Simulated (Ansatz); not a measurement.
The inner images of a band of C$_{2}$H$_{3}$OSi (7 atoms, charge -1, multiplicity 1) are given out of order.

Method: Ansatz, RKS PBE0/def2-SVP.

Image 0:

```xyz
7
Properties=species:S:1:pos:R:3
O -1.431 -0.181 -0.950
C -0.450 -0.574 -0.063
Si 0.311 -1.710 1.005
C 0.695 0.217 0.402
H -1.190 0.723 -1.189
H 0.532 1.079 1.091
H 1.533 0.447 -0.296
```

Image 6:

```xyz
7
Properties=species:S:1:pos:R:3
O -1.211 0.344 -1.031
C -0.367 -0.283 -0.136
Si 0.166 -1.609 0.854
C 0.833 0.291 0.469
H -1.890 -0.313 -1.222
H 0.736 1.101 1.226
H 1.735 0.470 -0.158
```

Put them in order from the first end to the last, with their energies above the first end.
A.
```xyz
7
Properties=species:S:1:pos:R:3
O -1.519 -0.107 -0.833
C -0.468 -0.527 -0.038
Si 0.362 -1.740 0.880
C 0.696 0.236 0.438
H -1.156 0.584 -1.401
H 0.583 1.016 1.226
H 1.501 0.538 -0.272
```
B.
```xyz
7
Properties=species:S:1:pos:R:3
O -1.513 0.244 -0.743
C -0.463 -0.385 -0.066
Si 0.336 -1.781 0.577
C 0.731 0.223 0.544
H -1.272 0.220 -1.675
H 0.637 0.842 1.464
H 1.543 0.636 -0.100
```
C.
```xyz
7
Properties=species:S:1:pos:R:3
O -1.559 0.043 -0.749
C -0.471 -0.458 -0.043
Si 0.365 -1.766 0.724
C 0.717 0.237 0.484
H -1.201 0.413 -1.565
H 0.631 0.930 1.352
H 1.517 0.601 -0.202
```
D.
```xyz
7
Properties=species:S:1:pos:R:3
O -1.202 0.519 -0.962
C -0.386 -0.280 -0.182
Si 0.275 -1.784 0.393
C 0.708 0.198 0.662
H -1.480 -0.041 -1.693
H 0.493 0.724 1.617
H 1.590 0.664 0.165
```
E.
```xyz
7
Properties=species:S:1:pos:R:3
O -1.375 0.420 -0.824
C -0.437 -0.326 -0.113
Si 0.298 -1.789 0.467
C 0.725 0.203 0.609
H -1.360 0.072 -1.719
H 0.584 0.772 1.554
H 1.565 0.648 0.025
```

A (+4.7 kJ/mol), C (+15.1 kJ/mol), B (+21.4 kJ/mol), E (+14.7 kJ/mol), D (+0.8 kJ/mol).

Run time: 77 s on 1 thread of Arm Neoverse V1, on a shared host, peak memory 0.14 GiB.
